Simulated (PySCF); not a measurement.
Computed shifts of a molecule C₄H₁₃NSi, PBE/pcSseg-1 in PySCF, GIAO, gas phase, atoms alike by connectivity averaged where their shifts nearly agree, in ppm (number of nuclei): ¹³C: 43.1 (1), 25.9 (1), 3.8 (1), -0.1 (1). ¹⁵N: 51.0 (1). ²⁹Si: -13.0 (1). ¹H: 5.02 (1), 3.30 (1), 2.85 (1), 1.26 (3), 0.56 (1), 0.40 (6). References: ¹³C against TMS (σ = 182.0 ppm); ¹⁵N against NH3 (σ = 267.0 ppm); ²⁹Si against TMS (σ = 335.4 ppm); ¹H against TMS (σ = 31.49 ppm), references at their B3LYP-D3(BJ)/def2-TZVP geometries, non-relativistic. Geometry: PBE0-D3(BJ)/def2-SVP. Other conformers were not sampled.

**Question.** Pick the molecule that these values belong to.
A. CC(C)[SiH2]CN
B. C[SiH2]CN(C)C
C. CCN[SiH](C)C
D. CC(C)CN[SiH3]

**Answer.** C, CCN[SiH](C)C
